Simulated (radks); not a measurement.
Q: Ionisation of neutral strontium, [Kr] 5s2, to [Kr] 5s1 as the strength of local exchange is varied. Method: Dirac Kohn-Sham, Slater X-alpha exchange (alpha = 2/3 is LDA exchange), no correlation, spin-unpolarised, spherical densities, point nucleus; computed with a radial shooting solver on a logarithmic mesh with Libxc functionals.

alpha  E(Sr) (hartree)  exchange (hartree)  IE (eV)  -e of the level emptied (eV)  <r> of it (bohr)
0.568      -3158.22196           -82.99912    4.750                 2.432 (5s1/2)             4.565
0.667      -3172.71961           -97.88671    5.217                 2.844 (5s1/2)             4.409
0.715      -3179.77128          -105.14981    5.450                 3.052 (5s1/2)             4.338
0.767      -3187.42715          -113.05121    5.709                 3.285 (5s1/2)             4.264
0.795      -3191.55668          -117.32004    5.850                 3.413 (5s1/2)             4.226
1.04       -3227.90296          -155.09667    7.154                 4.615 (5s1/2)             3.924
?          -3200.86638          -126.96130    6.174                 3.708 (5s1/2)             4.142

Which alpha was used in the last row?

A: alpha = 0.858. NIST Atomic Spectra Database: 5.695 eV (measured). The Delta-SCF value meets it near alpha = 0.76. Spin polarisation and multiplet splitting are left out, so open shells lie too high by an amount that depends on their filling.

Beside tabulated values, note that spin-unpolarised runs miss the spin-polarisation part of the exchange energy of open shells.
